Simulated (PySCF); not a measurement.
Compound: OsO₄ (singlet state).
Bonds: Os1–O2, Os1–O3, Os1–O4, Os1–O5.

Computed by this run: PBE0-D3(BJ)/def2-SVP geometry optimisation, gas phase, def2 core potentials past Kr (PySCF 2.14.0); density fitting, grid level 1; the optimiser is geomeTRIC in internal coordinates, started from a GFN2-xTB structure with every atom displaced at random (about 0.03 Å).

Step 0: E = -10638.2064 eV
```
atom  x, y, z in Å  |  force x, y, z in eV/Å
Os1     0.0611   -0.0767    0.0125  -12.469   3.910   0.333
O2     -0.0068   -0.0310    1.6127    0.392  -0.305   7.792
O3      1.4624    0.0031   -0.5753   15.710  -0.051  -5.663
O4     -0.6706    1.3326   -0.5313   -1.051   1.298  -0.489
O5     -0.7713   -1.3386   -0.5807   -2.582  -4.852  -1.973
```

Problem. Estimate the geometry and energy of step 1. (The exact step hangs on the optimiser's Hessian estimate; all steps are aligned on step 0, rigid shifts and turns removed.)

Solution. E = -10640.0663 eV, largest force 0.747 eV/Å
```
atom  x, y, z in Å  |  force x, y, z in eV/Å
Os1     0.0184   -0.0329   -0.0055   -0.568   0.459  -0.154
O2      0.0044   -0.0450    1.6947    0.128  -0.080  -0.449
O3      1.6035   -0.0289   -0.5971    0.025  -0.145   0.175
O4     -0.7417    1.3904   -0.5527    0.172  -0.612   0.226
O5     -0.8098   -1.3941   -0.6013    0.242   0.378   0.202
```

The energy changes by -1.8599 eV. The first-order estimate −F·Δx gives -4.2573 eV and the mean of the old and new forces, exact on a quadratic surface, -2.0938 eV. The step makes an angle of 32° with the force vector and moves no atom by more than 0.146 Å.

What follows is the cost of the whole optimisation. Hardware: one thread of an Arm Neoverse V2, no GPU, shared host with 96 logical CPUs at a one-minute load of 54. Cost: 20 s wall, 0.34 GiB resident at most.
